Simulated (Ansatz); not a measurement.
Consider the isomerisation: `C=C[Si](O)(O)[SiH3]` → `C=C[SiH](O)[SiH2]O`.

Calculated with Ansatz (gas phase, PBE0-D4/def2-TZVP geometries, no zero-point term in ΔE). CCSD(T)/CBS adds triple-zeta CCSD(T) − MP2 to the extrapolated MP2 energy (def2 sets, frozen cores). DFT in def2-TZVPP. Each species was taken in one conformer, which may not be the lowest.

`C=C[Si](O)(O)[SiH3]`:

```xyz
14

C    -0.354   -0.287    2.413
C    -0.787   -0.514    1.175
Si    0.291   -0.362   -0.323
O     1.804   -0.113    0.287
O     0.204   -1.715   -1.263
Si   -0.350    1.368   -1.772
H     0.676   -0.004    2.606
H    -1.004   -0.376    3.280
H    -1.832   -0.790    1.034
H     2.505    0.070   -0.340
H     0.312   -2.559   -0.819
H     0.583    1.457   -2.931
H    -1.727    1.151   -2.293
H    -0.320    2.673   -1.055
```

`C=C[SiH](O)[SiH2]O`:

Cartesian coordinates in Å:
```
C -1.996 -0.685 0.583
C -1.366 -1.002 -0.545
Si 0.235 -0.230 -1.072
O 1.205 -1.446 -1.650
Si 1.305 0.834 0.732
O 0.262 1.966 1.354
H -1.595 0.043 1.283
H -2.950 -1.130 0.854
H -1.824 -1.736 -1.208
H -0.002 0.756 -2.172
H 1.874 -1.201 -2.290
H 2.576 1.479 0.276
H 1.695 -0.156 1.780
H 0.581 2.510 2.075
```

```json
{"level": "r2SCAN-D4", "ΔE (kJ/mol)": "43.2"}
{"level": "MP2/CBS(def2)", "ΔE (kJ/mol)": "38.6"}
```

(1) What does CCSD(T)/CBS give? (Estimate.)

Largest T1 diagnostic among the species: 0.013.

Results:

(1) The calculation gave: +39.5 kJ/mol. The listed levels differ from it by 3.7, -0.9 kJ/mol.

In def2-TZVPP, CCSD(T) changes the Hartree–Fock value by +4.3 kJ/mol (the triples alone add +0.9 kJ/mol) and MP2 by +3.5 kJ/mol.
